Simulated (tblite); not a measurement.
ammonia borane (H₆BN), singlet, geometry from GFN2-xTB; GFN1-xTB (tblite).

tblite was given this input:
```
$ tblite run mol.xyz --method gfn1 --charge 0 --spin 0 --spin-polarized --json tblite.json --no-restart

# file mol.xyz
8

B     -0.91491923     0.11210003    -0.01661920
N      0.73087909    -0.08955061     0.01327617
H     -1.31399349    -0.64168266    -0.84737361
H     -1.09154966     1.25500958    -0.29974635
H     -1.29004994    -0.16052617     1.07999077
H      0.93390981    -1.05286399     0.25124010
H      1.12008257     0.53455889     0.70957279
H      1.10004319     0.13185843    -0.90352092
```

The log (banner, timings and long lists left out):

```
xTB calculator
 | screened Coulomb repulsion
 | Coulomb electrostatics
 |  * isotropic Klopman-Ohno-Mataga-Nishimoto electrostatics
 |  * onsite third-order electrostatics
 | DFT-D3(BJ) dispersion correction
 | Interactions (1)
 | [1] spin polarization

halogen bonding energy    0.0000000000000E+00 Eh
repulsion energy          9.3260581119242E-02 Eh
dispersion energy        -1.3795880510511E-03 Eh
interaction energy        0.0000000000000E+00 Eh
number of electrons       1.4000000000000E+01 e
integral cutoff           2.1261634374110E+01 bohr

------------------------------------------------------------
  cycle        total energy    energy error   density error
------------------------------------------------------------
      1     -7.811326079996  -7.9032071E+00   3.5661622E-01
      2     -7.819967357818  -8.6412778E-03   2.0578905E-01
      3     -7.822248605777  -2.2812480E-03   1.5708869E-02
      4     -7.822420258668  -1.7165289E-04   1.4363597E-03
      5     -7.822421452659  -1.1939908E-06   4.8235824E-04
      6     -7.822421584112  -1.3145264E-07   2.6568567E-05
      7     -7.822421586422  -2.3100473E-09   7.4998852E-06
------------------------------------------------------------

electronic energy        -7.9143025794899E+00 Eh
total energy             -7.8224215864217E+00 Eh

Post processing:
 | Mayer-Wiberg bond orders

[Info] JSON dump of results written to 'tblite.json'
```
